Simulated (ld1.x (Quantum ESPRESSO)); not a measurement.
Li (Z = 3) PAW: all-electron and pseudo phase curves

lithium (Li), PAW, made with ld1.x (Quantum ESPRESSO) 7.5 (revPBE, fully relativistic). Core none, reference 1s2 2s0 2p0 (charge +1). Waves: 1s (bound): rcut 0.90, rcutus 1.00 bohr; 2s (bound, empty): rcut 0.90, rcutus 1.00 bohr; 2p (bound, empty): rcut 3.50, rcutus 4.35 bohr; 2p channel at 3.9 Ry: rcut 3.50, rcutus 4.35 bohr. Local part: all-electron potential smoothed inside 1.10 bohr (lloc = -1). Core correction: none. Augmentation charge: BESSEL, radius 0.95 bohr.

Open shells are filled in proportion to 2j + 1 (rel_dist='average').

The phase is arctan(r·u′/u) with u = r·R(r), unwrapped; energies in Ry, scanned from -6 to 5 Ry. A pole is an energy at which the radial function vanishes at the test radius. The pseudo phase is shifted by a multiple of π to meet the all-electron one at the reference energy, and phase errors are pseudo minus all-electron; the curves can meet again beyond the range given. Levels narrower than the energy grid can be missing from the lists of poles.

```
channel  radius (bohr)  reference energy (Ry)  poles, all-electron       poles, pseudo  unbroken range about the reference energy with phases within 0.05 rad  phase error 1 Ry above the reference energy (rad)
      s           4.69                  -0.51    -0.36, 1.44, 4.28   -0.36, 1.44, 4.29                                                        the whole range                                             +0.000
   p1/2           4.69                  -0.36    -0.21, 1.31, 3.77  -3.28, -0.13, 3.76                                                           -0.4 to -0.3                                             +2.464
   p3/2           4.69                  -0.36    -0.20, 1.31, 3.77  -3.29, -0.13, 3.76                                                           -0.4 to -0.3                                             +2.464
```

The ghost test of this file was not conclusive.

Phases in the s channel:

```json
{"E (Ry)": "-6.00", "all-electron": "1.480", "pseudo": "1.480"}
{"E (Ry)": "-5.74", "all-electron": "1.478", "pseudo": "1.478"}
{"E (Ry)": "-5.48", "all-electron": "1.476", "pseudo": "1.476"}
{"E (Ry)": "-5.22", "all-electron": "1.473", "pseudo": "1.473"}
{"E (Ry)": "-4.96", "all-electron": "1.471", "pseudo": "1.471"}
{"E (Ry)": "-4.70", "all-electron": "1.468", "pseudo": "1.468"}
{"E (Ry)": "-4.44", "all-electron": "1.464", "pseudo": "1.464"}
{"E (Ry)": "-4.18", "all-electron": "1.461", "pseudo": "1.461"}
{"E (Ry)": "-3.92", "all-electron": "1.456", "pseudo": "1.456"}
{"E (Ry)": "-3.66", "all-electron": "1.452", "pseudo": "1.452"}
{"E (Ry)": "-3.40", "all-electron": "1.447", "pseudo": "1.447"}
{"E (Ry)": "-3.14", "all-electron": "1.441", "pseudo": "1.441"}
{"E (Ry)": "-2.88", "all-electron": "1.434", "pseudo": "1.434"}
{"E (Ry)": "-2.62", "all-electron": "1.426", "pseudo": "1.426"}
{"E (Ry)": "-2.36", "all-electron": "1.416", "pseudo": "1.416"}
{"E (Ry)": "-2.10", "all-electron": "1.404", "pseudo": "1.404"}
{"E (Ry)": "-1.84", "all-electron": "1.389", "pseudo": "1.389"}
{"E (Ry)": "-1.58", "all-electron": "1.368", "pseudo": "1.368"}
{"E (Ry)": "-1.32", "all-electron": "1.336", "pseudo": "1.336"}
{"E (Ry)": "-1.06", "all-electron": "1.280", "pseudo": "1.280"}
{"E (Ry)": "-0.80", "all-electron": "1.125", "pseudo": "1.125"}
{"E (Ry)": "-0.54", "all-electron": "-0.827", "pseudo": "-0.827"}
{"E (Ry)": "-0.28", "all-electron": "-1.662", "pseudo": "-1.662"}
{"E (Ry)": "-0.02", "all-electron": "-1.851", "pseudo": "-1.851"}
{"E (Ry)": "0.24", "all-electron": "-2.204", "pseudo": "-2.204"}
{"E (Ry)": "0.50", "all-electron": "-3.695", "pseudo": "-3.695"}
{"E (Ry)": "0.76", "all-electron": "-4.420", "pseudo": "-4.420"}
{"E (Ry)": "1.02", "all-electron": "-4.594", "pseudo": "-4.594"}
{"E (Ry)": "1.28", "all-electron": "-4.677", "pseudo": "-4.677"}
{"E (Ry)": "1.54", "all-electron": "-4.733", "pseudo": "-4.733"}
{"E (Ry)": "1.80", "all-electron": "-4.785", "pseudo": "-4.785"}
{"E (Ry)": "2.06", "all-electron": "-4.848", "pseudo": "-4.848"}
{"E (Ry)": "2.32", "all-electron": "-4.959", "pseudo": "-4.958"}
{"E (Ry)": "2.58", "all-electron": "-5.317", "pseudo": "-5.317"}
{"E (Ry)": "2.84", "all-electron": "-7.044", "pseudo": "-7.044"}
{"E (Ry)": "3.10", "all-electron": "-7.585", "pseudo": "-7.585"}
{"E (Ry)": "3.36", "all-electron": "-7.715", "pseudo": "-7.715"}
{"E (Ry)": "3.62", "all-electron": "-7.775", "pseudo": "-7.775"}
{"E (Ry)": "3.88", "all-electron": "-7.812", "pseudo": "-7.812"}
{"E (Ry)": "4.14", "all-electron": "-7.840", "pseudo": "-7.840"}
{"E (Ry)": "4.40", "all-electron": "-7.864", "pseudo": "-7.864"}
{"E (Ry)": "4.66", "all-electron": "-7.888", "pseudo": "-7.888"}
{"E (Ry)": "4.92", "all-electron": "-7.914", "pseudo": "-7.914"}
```
